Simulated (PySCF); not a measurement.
## A survey of ²⁹Si NMR shifts

[PySCF: PBE0/pcSseg-1 with gauge-including orbitals; geometry from GFN2-xTB; a single conformation; isolated molecule; non-relativistic; averaged over atoms made equivalent by symmetry, fast rotation or ring inversion]

Shieldings were converted by a linear fit to measured shifts: ²⁹Si: δ = 279.94 − 0.822σ (rms 8.9 ppm, 72 shifts, 25.8 ppm with the 6 outliers that the fit left out vs TMS, solution or neat liquid). Occasional misses reach two or three times the rms, and more in compound classes unlike the fitted ones.

(1) Give the ²⁹Si shifts of `C#C[SiH2][Si@H](C)[SiH2][SiH3]`, `C[C@@H](F)[SiH2][Si@H]([SiH3])S`, `C[C@H]([SiH3])/C(C#N)=C/CF`, `CC[C@@H]1CC[SiH2]C[C@H]1F`, `CC[C@@H]1CC[SiH2]C[C@@H]1F`, `CC[C@@](C)([SiH3])[C@@H]1C[C@@H]1F`.

(2) Order these by ²⁹Si shift, lowest first.
A. [SiH3]NN=C1CCCCC1
B. CC1=NN([SiH](C)C)CC1
C. C=C(C)[SiH2]CF
D. C=CN([SiH3])N(C)C1CC1
E. C=CCC[Si](C)(C)CF

Answers

(1) 
```tsv
compound	environment	δ (ppm)
[CH:1]#[C:2][SiH2:3][Si@H:4]([CH3:5])[SiH2:6][SiH3:7]	Si4: silicon bonded to C, 2 Si, H	-73.7
[CH:1]#[C:2][SiH2:3][Si@H:4]([CH3:5])[SiH2:6][SiH3:7]	Si3: silicon bonded to C, Si, 2 H	-86.4
[CH:1]#[C:2][SiH2:3][Si@H:4]([CH3:5])[SiH2:6][SiH3:7]	Si7: silicon bonded to Si, 3 H	-104.1
[CH:1]#[C:2][SiH2:3][Si@H:4]([CH3:5])[SiH2:6][SiH3:7]	Si6: silicon bonded to 2 Si, 2 H	-109.2
[CH3:1][C@@H:2]([F:3])[SiH2:4][Si@H:5]([SiH3:6])[SH:7]	Si4: silicon bonded to C, Si, 2 H	-48.5
[CH3:1][C@@H:2]([F:3])[SiH2:4][Si@H:5]([SiH3:6])[SH:7]	Si5: silicon bonded to S, 2 Si, H	-57.7
[CH3:1][C@@H:2]([F:3])[SiH2:4][Si@H:5]([SiH3:6])[SH:7]	Si6: silicon bonded to Si, 3 H	-90.8
C[C@H]([SiH3])/C(C#N)=C/CF	silicon bonded to C, 3 H	-54.1
CC[C@@H]1CC[SiH2]C[C@H]1F	silicon bonded to 2 C, 2 H, in a 6-membered ring	-50.5
CC[C@@H]1CC[SiH2]C[C@@H]1F	silicon bonded to 2 C, 2 H, in a 6-membered ring	-48.8
CC[C@@](C)([SiH3])[C@@H]1C[C@@H]1F	silicon bonded to C, 3 H	-52.1
```

(2) D (-71.0 ppm, silicon bonded to N, 3 H), A (-54.7 ppm, silicon bonded to N, 3 H), C (-43.4 ppm, silicon bonded to 2 C, 2 H), B (-19.7 ppm, silicon bonded to 2 C, N, H), E (-7.9 ppm, silicon bonded to 4 C).
